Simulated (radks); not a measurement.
Spherical quantum dot in the effective-mass picture: electrons in a hard-walled sphere of radius 6.59, with a point charge +1 (a donor) at the centre, all in effective atomic units (hartree* = m*/eps^2 hartree, bohr* = eps/m* bohr), one dielectric constant everywhere. Calculated with a radial shooting solver with Libxc functionals: non-relativistic Kohn-Sham, PBE, spin-polarised, spherical densities. Levels are named by radial order and angular momentum (1s, 1p, 1d, 2s, ...), and open shells are averaged over m.

N = 11, configuration 1s2 1p6 1d(up 2, down 0) 2s(up 1, down 0). This is the lowest configuration that the search found. Occupied and some empty levels:

level    occupation  eigenvalue (hartree*)  <r> (bohr*)
1s up             1                 1.9300        3.685
1s down           1                 1.9663        4.134
1p up             3                 2.0160        4.538
1p down           3                 2.0381        4.511
2s up             1                 2.1053        2.461
1d up             2                 2.1239        4.710
1d down           0                 2.1474        4.683
2s down           0                 2.2433        2.345
1f up             0                 2.2692        4.840
1f down           0                 2.2947        4.821
1g up             0                 2.4497        4.949
1g down           0                 2.4768        4.936
2p up             0                 2.5320        3.260
2p down           0                 2.5676        3.418

Energy (hartree*): total 10.4160, kinetic 3.5102, external -3.3616, Hartree 12.720, exchange-correlation -2.4522.
